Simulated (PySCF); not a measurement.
**Working out the electron affinity of Br**

Br⁻ [Kr] (1S) → Br [Ar] 3d10 4s2 4p5 (2P). Calculation: PySCF 2.14, in aug-cc-pVQZ-PP with one added diffuse shell each of s, p, d, f, g type with ECP10MDF (8s7p6d4f3g, 114 functions); scalar relativity through the core potential. Frozen: 3s2 3p6 3d10. Energies in hartree (1 hartree = 27.21139 eV):

```
             part  Br⁻ (lower)   Br (upper)
              UHF  -415.579084  -415.493216
MP2 opposite-spin    -0.149028    -0.119140
    MP2 same-spin    -0.045046    -0.032312
```

What does Hartree-Fock give?

(-415.493216) − (-415.579084) = 0.085868 hartree = 2.337 eV.

What do MP2 and SCS-MP2 (6/5 opposite-spin, 1/3 same-spin) give?

The opposite-spin parts differ by 0.813 eV and the same-spin parts by 0.347 eV. MP2: 2.337 + (0.813) + (0.347) = 3.497 eV. SCS-MP2: 2.337 + 1.2 × (0.813) + (0.347)/3 = 3.428 eV.

Reference: 3.364 eV (measured; photodetachment measurements, as compiled on the Wikipedia data page of electron affinities), between the lowest levels; spin-orbit coupling is absent from the calculation.

What remains against the reference includes basis incompleteness, the frozen core and correlation beyond second order.
